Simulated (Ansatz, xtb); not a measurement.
## Relative energy of two isomers of CH7SbSi+

Structure I: the doublet with the links of `[CH3][SbH2+][SiH2]`. Structure II: the doublet with the links of `C[SiH][SbH3+]`. Both are isolated ions in the gas phase, relaxed with PBE0-D3(BJ)/def2-SVP; the shapes shown needn't be the lowest conformers.

I (Å):

```xyz
10

C    -2.5226   -1.1340    0.7654
Sb   -0.6971   -0.0621    0.6290
Si    1.3893   -1.5438    0.9066
H    -3.3496   -0.4305    0.6003
H    -2.5926   -1.5796    1.7665
H    -2.5254   -1.9174   -0.0038
H    -0.6721    0.6921   -0.8733
H    -0.7883    1.2172    1.7230
H     1.2394   -2.2159    2.2268
H     2.5687   -0.6477    0.7589
```

II (Å):

```xyz
10

C    -2.5835   -1.2492    0.8965
Sb    0.9066   -0.1861    0.4317
Si   -1.2262   -0.4593    1.8971
H    -2.8462   -0.6591    0.0068
H    -3.4775   -1.3181    1.5384
H    -2.3028   -2.2719    0.5944
H    -0.7068   -1.2301    3.0641
H     0.6616    0.8205   -0.8908
H     1.6104   -1.5626   -0.2397
H     2.1624    0.5460    1.2726
```

Energies in hartree; the thermal terms are from PBE0-D3(BJ)/def2-SVP harmonic frequencies (ideal gas, rigid rotor, one conformer each, 298.15 K, 1 atm) and include the zero-point energy:

```
                              I           II
E, CCSD(T)/def2-SVP  −570.121312  −570.125224
    E, MP2/def2-SVP  −570.054420  −570.058261
  E, MP2/def2-TZVPP  −570.497561  −570.498935
  zero-point energy     0.066989     0.066426
       H(298 K) − E     0.075055     0.074443
       G(298 K) − E     0.034210     0.033700
```

Question: Correct the CCSD(T) difference for the basis set by the MP2 change, then work out ΔE, ΔE₀, ΔH and ΔG for I → II in kJ/mol (1 Eh = 2625.50 kJ/mol) and the equilibrium ratio [II]/[I].

Answer: 1. Differences II − I: CCSD(T) −0.003912, MP2 in the small set −0.003841, MP2 in the large set −0.001374 Eh.
2. ΔE = −0.003912 + (−0.001374 − (−0.003841)) = −0.001445 Eh = −3.79 kJ/mol.
3. ΔE₀ = ΔE + ΔZPE = −0.001445 + (−0.000563) Eh = −5.27 kJ/mol.
4. ΔH = ΔE + (−0.000612) Eh = −5.40 kJ/mol.
5. ΔG = ΔE + (−0.000510) Eh = −5.13 kJ/mol, so ΔS = (ΔH − ΔG)/T = −0.9 J/(mol K).
6. kT = 0.9442 mEh, so K = [II]/[I] = exp(−ΔG/kT) = exp(+2.07) ≈ 7.9.

Structure II is favoured at this temperature. An error of 4 kJ/mol in ΔG would change K by a factor of 5. Mirror images and further conformers aren't counted.

As drawn, II has 1 C–Si, 1 Sb–H in place of 1 C–Sb, 1 Si–H.

Other levels gave ΔE = +2.0 (GFN2-xTB); +15.5 (HF/STO-3G, GFN2-xTB geometries); −9.0 (r2SCAN-D4/def2-SVP, GFN2-xTB geometries); −15.4 (PBE0-D3(BJ)/def2-SVP); −9.0 (HF/def2-SVP); −10.1 (MP2/def2-SVP); −10.3 (CCSD(T)/def2-SVP) kJ/mol. Open shells are spin-unrestricted. The correlated steps freeze 10 core orbitals; the filled d shell of Sb is correlated, in a basis made for valence electrons. Atoms past krypton carry core potentials in the def2 sets, without spin–orbit terms. Programs: Ansatz 0.2.0, xtb 6.7.1.
